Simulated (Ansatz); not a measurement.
H4BSi, SMILES `[BH-][SiH3]` (lower triplet) (charge -1, multiplicity 3). This triplet lies 0.26 eV below the relaxed singlet at the level frozen-core CCSD(T)/aug-cc-pVTZ // PBE0-D3(BJ)/def2-TZVPD (Ansatz, a first-principles code).

Method: PBE/aug-cc-pVTZ // PBE0-D3(BJ)/def2-TZVPD in Ansatz.

Ansatz 0.2 input:
```yaml
crystal:
  periodic: [false, false, false]
  atoms:
    - { symbol: B, position_ang: [1.398748, -0.446671, -0.204577] }
    - { symbol: Si, position_ang: [-0.461778, 0.02141, -0.019542] }
    - { symbol: H, position_ang: [2.493222, -0.081235, 0.129697] }
    - { symbol: H, position_ang: [-1.406518, -0.913055, -0.741724] }
    - { symbol: H, position_ang: [-0.939303, 1.375402, -0.53779] }
    - { symbol: H, position_ang: [-1.08437, 0.044148, 1.373938] }
basis:
  gaussian: { orbitals: aug-cc-pVTZ }
hamiltonian:
  xc: pbe
total_charge: -1
magnetization:
  spin_polarized: true
  initial_magnetization: 2
```

Output:

```
Functional definition: PBE
825 factors; their error is unknown
mean field evaluation 1: about -8609.8484 eV, gradient 1.6e1 eV
mean field evaluation 2: about -8597.8713 eV, gradient 3.0e1 eV
mean field evaluation 4: about -8611.7389 eV, gradient 3.6e0 eV
mean field evaluation 8: about -8611.8663 eV, gradient 1.8e-1 eV
mean field evaluation 16: about -8611.8664 eV, gradient 1.8e-5 eV
mean field evaluation 32: about -8611.5214 eV, gradient 5.5e0 eV
mean field -8611.86641481 eV, -316.4802534114 hartree, gradient 1.8e-5 eV, S^2 2.006412; 4 other end points of the search recorded, 0 dependent functions left out
reference -8611.86648508 eV, -316.4802559940 hartree; 13, 11 occupied and 175, 177 virtual orbitals, 825 factors
Total energy: -8611.86648508 eV, -316.4802559940 hartree
```
